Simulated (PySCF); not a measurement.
# Magnetic susceptibility: `CCC[O+](C)[BH2-]F`, C4H12BFO

Molfile (atoms numbered from 1):
```
C4H12BFO
     RDKit          3D

 19 18  0  0  0  0  0  0  0  0999 V2000
   -2.6836   -0.1701    0.4555 C   0  0  0  0  0  0  0  0  0  0  0  0
   -1.4486   -0.1202   -0.4371 C   0  0  0  0  0  0  0  0  0  0  0  0
   -0.1802   -0.0951    0.4127 C   0  0  0  0  0  0  0  0  0  0  0  0
    1.0113   -0.2802   -0.3586 O   0  0  0  0  0  0  0  0  0  0  0  0
    1.3322    0.8508   -1.1577 C   0  0  0  0  0  0  0  0  0  0  0  0
    2.3089   -0.6779    0.6353 B   0  0  0  0  0  0  0  0  0  0  0  0
    2.4014    0.4156    1.4674 F   0  0  0  0  0  0  0  0  0  0  0  0
   -2.7119    0.6938    1.1154 H   0  0  0  0  0  0  0  0  0  0  0  0
   -2.6811   -1.0687    1.0672 H   0  0  0  0  0  0  0  0  0  0  0  0
   -3.5863   -0.1677   -0.1497 H   0  0  0  0  0  0  0  0  0  0  0  0
   -1.5079    0.7671   -1.0706 H   0  0  0  0  0  0  0  0  0  0  0  0
   -1.4222   -1.0002   -1.0832 H   0  0  0  0  0  0  0  0  0  0  0  0
   -0.1085    0.8371    0.9853 H   0  0  0  0  0  0  0  0  0  0  0  0
   -0.1977   -0.9293    1.1160 H   0  0  0  0  0  0  0  0  0  0  0  0
    0.5189    1.0593   -1.8536 H   0  0  0  0  0  0  0  0  0  0  0  0
    2.2328    0.6018   -1.7141 H   0  0  0  0  0  0  0  0  0  0  0  0
    1.5275    1.7258   -0.5314 H   0  0  0  0  0  0  0  0  0  0  0  0
    1.9552   -1.6601    1.2001 H   0  0  0  0  0  0  0  0  0  0  0  0
    3.2299   -0.7726   -0.1065 H   0  0  0  0  0  0  0  0  0  0  0  0
  1  2  1  0
  2  3  1  0
  3  4  1  0
  4  5  1  0
  4  6  1  0
  6  7  1  0
  1  8  1  0
  1  9  1  0
  1 10  1  0
  2 11  1  0
  2 12  1  0
  3 13  1  0
  3 14  1  0
  5 15  1  0
  5 16  1  0
  5 17  1  0
  6 18  1  0
  6 19  1  0
M  CHG  2   4   1   6  -1
M  END
```

Computed, not measured: GIAO PBE0/pcSseg-1 magnetisability, rotational g tensor and spin-rotation constants, non-relativistic, gas phase in PySCF 2.14.0. Geometry: GFN2-xTB.

Task: How diamagnetic is it, and how anisotropic?

Result: Isotropic -1180 × 10⁻³⁰ J/T², or -71.1 × 10⁻⁶ cm³/mol; principal values -1245, -1168, -1127 × 10⁻³⁰ J/T², anisotropy 104 × 10⁻³⁰ J/T² (root of half the summed squared differences of the principal values). The susceptibility is in cgs units.

Task: Split it along the inertial axes a, b, c into diamagnetic and paramagnetic parts about the centre of mass, with the quadrupole moment.

Result: 
| axis | χ (10⁻⁶ cm³/mol) | diamagnetic (10⁻⁶ cm³/mol) | paramagnetic (10⁻⁶ cm³/mol) | summed x² of all electrons (Å²) | quadrupole Θ (D Å) |
| --- | --- | --- | --- | --- | --- |
| a | -71.4 | -369.1 | 297.7 | 212.4 | -5.54 |
| b | -72.9 | -1020.8 | 947.9 | 58.8 | +5.49 |
| c | -68.9 | -1150.5 | 1081.6 | 28.2 | +0.05 |

Anisotropies 2χaa − χbb − χcc = -1.0 and 2χbb − χaa − χcc = -5.6 × 10⁻⁶ cm³/mol. Θ is traceless in Buckingham's convention.

Task: And the rotational g tensor?

Result: 
| axis | rotational constant (GHz) | g | nuclear part | electronic part |
| --- | --- | --- | --- | --- |
| a | 4.6813 | -0.0193 | 0.6355 | -0.6548 |
| b | 1.3211 | -0.0085 | 0.5798 | -0.5883 |
| c | 1.1598 | -0.0080 | 0.5814 | -0.5893 |

Asymmetric top; isotopes 11B, 12C, 19F, 1H, 16O; no vibrational averaging.
